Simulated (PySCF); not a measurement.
## Computed vibrations of TmH2

TmH2 (singlet in the valence; each metal's 4f electrons, 13 of them, lie in its core potential, out of spins and levels). PySCF 2.14.0, RKS PBE0, Tm lcecp-0-SVP with ECP59, H def2-SVP; non-relativistic Hamiltonian with scalar-relativistic core potentials where named; density fitting; no spin-orbit coupling. Central differences of gradients.

```xyz
3

Tm    0.0000    0.0000   -0.0119
H     1.8679    0.0000    0.9989
H    -1.8679    0.0000    0.9989
```

Run from Python with OMP_NUM_THREADS=2. Where DIIS fails, smearing, a level shift and second-order steps follow.
It took 3.1 s on 2 threads of Arm Neoverse V2 (shared host).

**Question.** What are the harmonic wavenumbers and infrared intensities?

**Answer.** Modes are labelled in C2v; negative numbers are unstable modes, those under 60 cm⁻¹ near the noise; a finer grid moves soft modes by up to 10 cm⁻¹.
```json
{"cm⁻¹": "337", "km/mol": "243.0", "symmetry": "a1"}
{"cm⁻¹": "1211", "km/mol": "695.5", "symmetry": "b2"}
{"cm⁻¹": "1264", "km/mol": "89.1", "symmetry": "a1"}
```

**Question.** Is this a minimum?

**Answer.** Yes. Ideal gas at 298.15 K and 1 bar: S = 247.1 J/(mol K), Cp = 41.5 J/(mol K), H − H(0 K) = 11.0 kJ/mol (rigid rotor, harmonic modes, spin degeneracy alone, that of the 4f electrons in the core included).

An lcecp potential fixes the number of 4f electrons, so in runs with it no electron can move into or out of that shell.
